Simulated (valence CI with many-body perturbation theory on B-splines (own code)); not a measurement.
**Level structure of Cl XIII**

Method: valence CI with perturbative core correlation (CI+MBPT): three valence electrons over a frozen Dirac-Fock core [He], radial functions for each j: 11 s, 11 p, 10 d, 8 f, 5 g, 2 h, with the one-electron correlation potential Σ1, the two-electron term Σ2, the three-electron term Σ3, Breit, model QED; selected CI, second order for the rest, scaled by the run's own slope (own B-spline code, finite nucleus).

No measured levels were compared; by estimate levels of excited configurations hold to 0.05 to 0.15 % of their energy, terms of the ground configuration to about 0.5 %.

Levels 136 to 180 of 188, with energies above the lowest level, 2s2 2p 2P°_1/2. "Leading %" is the weight of the configuration and term that name the level; weights of strongly mixed levels are sums over their largest components and can fall short, so below about 35 % the name and the second component can differ from the true leading terms, or belong to a minority configuration. Lifetimes count E1, E2, E3, M1 and M2 decay at the calculated energies, and are blank where another channel may lead or the interval is too uncertain; long ones can be off by a factor of two.

| No. | Configuration | Term | J | E (eV) | Leading % | Lifetime | Second component |
| --- | --- | --- | --- | --- | --- | --- | --- |
| 136 | 2s 2p 4s | 2P° | 1/2 | 528.82 | 97 | 3.94 ps |  |
| 137 | 2s 2p 4s | 2P° | 3/2 | 530.39 | 95 | 3.84 ps |  |
| 138 | 2s 2p 4p | 4D | 1/2 | 531.36 | 82 | 5.36 ps | 17 % 2s 2p 4p 2P |
| 139 | 2s 2p 4p | 4D | 3/2 | 531.82 | 91 | 8.23 ps | 4 % 2s 2p 4p 4P |
| 140 | 2s 2p 4p | 2P | 3/2 | 532.47 | 45 | 2.87 ps | 29 % 2s 2p 4p 4S |
| 141 | 2s 2p 4p | 4D | 5/2 | 532.49 | 90 | 9.08 ps | 8 % 2s 2p 4p 4P |
| 142 | 2s 2p 4p | 2P | 1/2 | 532.58 | 77 | 1.97 ps | 15 % 2s 2p 4p 4D |
| 143 | 2s 2p 4p | 4P | 1/2 | 533.32 | 91 | 8.31 ps |  |
| 144 | 2s 2p 4p | 4S | 3/2 | 533.52 | 29 | 2.81 ps | 29 % 2s 2p 4p 2P |
| 145 | 2s 2p 4p | 4D | 7/2 | 533.73 | 100 | 9.72 ps |  |
| 146 | 2s 2p 4p | 4P | 3/2 | 534.49 | 50 | 5.06 ps | 26 % 2s 2p 4p 4S |
| 147 | 2s 2p 4p | 4P | 5/2 | 534.61 | 85 | 8.23 ps | 10 % 2s 2p 4p 4D |
| 148 | 2s 2p 4p | 2D | 3/2 | 534.70 | 58 | 2.06 ps | 17 % 2s 2p 4p 2P |
| 149 | 2s 2p 4d | 4F° | 3/2 | 535.58 | 91 | 3.46 ps | 4 % 2s 2p 4d 4D° |
| 150 | 2s 2p 4p | 2D | 5/2 | 535.72 | 92 | 1.76 ps | 7 % 2s 2p 4p 4P |
| 151 | 2s 2p 4d | 4F° | 5/2 | 535.91 | 86 | 2.61 ps | 11 % 2s 2p 4d 4D° |
| 152 | 2s 2p 4d | 4F° | 7/2 | 536.48 | 83 | 2.34 ps | 15 % 2s 2p 4d 4D° |
| 153 | 2s 2p 4p | 2S | 1/2 | 536.82 | 93 | 1.79 ps |  |
| 154 | 2s 2p 4d | 4P° | 5/2 | 536.94 | 45 | 1.01 ps | 27 % 2s 2p 4d 4D° |
| 155 | 2s 2p 4d | 4D° | 3/2 | 537.13 | 64 | 785 fs | 23 % 2s 2p 4d 4P° |
| 156 | 2s 2p 4d | 4D° | 1/2 | 537.21 | 91 | 675 fs | 6 % 2s 2p 4d 4P° |
| 157 | 2s 2p 4d | 4F° | 9/2 | 537.61 | 100 | 4.72 ps |  |
| 158 | 2s 2p 4d | 2D° | 3/2 | 537.70 | 77 | 1.27 ps | 10 % 2s 2p 4d 2P° |
| 159 | 2s 2p 4d | 2D° | 5/2 | 538.11 | 61 | 1.08 ps | 15 % 2s 2p 4d 4D° |
| 160 | 2s 2p 4d | 4D° | 7/2 | 538.36 | 84 | 756 fs | 16 % 2s 2p 4d 4F° |
| 161 | 2s 2p 4d | 4P° | 5/2 | 538.70 | 47 | 847 fs | 45 % 2s 2p 4d 4D° |
| 162 | 2s 2p 4f | 4G | 5/2 | 538.73 | 49 | 2.35 ps | 30 % 2s 2p 4f 4F |
| 163 | 2s 2p 4f | 4F | 7/2 | 538.78 | 42 | 2.38 ps | 24 % 2s 2p 4f 4G |
| 164 | 2s 2p 4d | 4P° | 3/2 | 538.86 | 74 | 936 fs | 25 % 2s 2p 4d 4D° |
| 165 | 2s 2p 4d | 4P° | 1/2 | 538.95 | 93 | 1.04 ps | 6 % 2s 2p 4d 4D° |
| 166 | 2s 2p 4f | 4F | 3/2 | 539.25 | 86 | 2.35 ps | 8 % 2s 2p 4f 4D |
| 167 | 2s 2p 4f | 4F | 9/2 | 539.32 | 53 | 2.37 ps | 37 % 2s 2p 4f 4G |
| 168 | 2s 2p 4f | 2F | 5/2 | 539.36 | 39 | 2.34 ps | 38 % 2s 2p 4f 4F |
| 169 | 2s 2p 4f | 2F | 7/2 | 539.42 | 46 | 2.37 ps | 32 % 2s 2p 4f 4G |
| 170 | 2s 2p 4f | 4G | 5/2 | 539.75 | 39 | 2.37 ps | 28 % 2s 2p 4f 2D |
| 171 | 2s 2p 4f | 2G | 7/2 | 539.76 | 41 | 2.46 ps | 30 % 2s 2p 4f 4D |
| 172 | 2s 2p 4d | 2F° | 5/2 | 539.79 | 80 | 844 fs | 16 % 2s 2p 4d 2D° |
| 173 | 2s 2p 4d | 2P° | 3/2 | 540.59 | 88 | 1.01 ps | 8 % 2s 2p 4d 2D° |
| 174 | 2s 2p 4d | 2F° | 7/2 | 540.78 | 97 | 742 fs |  |
| 175 | 2s 2p 4f | 4G | 9/2 | 540.84 | 53 | 2.35 ps | 44 % 2s 2p 4f 4F |
| 176 | 2s 2p 4f | 4F | 7/2 | 540.92 | 33 | 2.37 ps | 27 % 2s 2p 4f 4G |
| 177 | 2s 2p 4f | 4G | 11/2 | 541.06 | 100 | 2.35 ps |  |
| 178 | 2s 2p 4f | 2F | 7/2 | 541.12 | 36 | 2.39 ps | 33 % 2s 2p 4f 4D |
| 179 | 2s 2p 4f | 4D | 5/2 | 541.13 | 45 | 2.36 ps | 28 % 2s 2p 4f 4F |
| 180 | 2s 2p 4d | 2P° | 1/2 | 541.19 | 97 | 969 fs |  |

Names give the largest LS component (configuration and term), which can be under half, so a name can repeat, a term be missing and a line seem to break the LS rules; names also repeat where a configuration has a term twice.

Where two levels of one J and parity lie close, their mixing, g and order are uncertain.
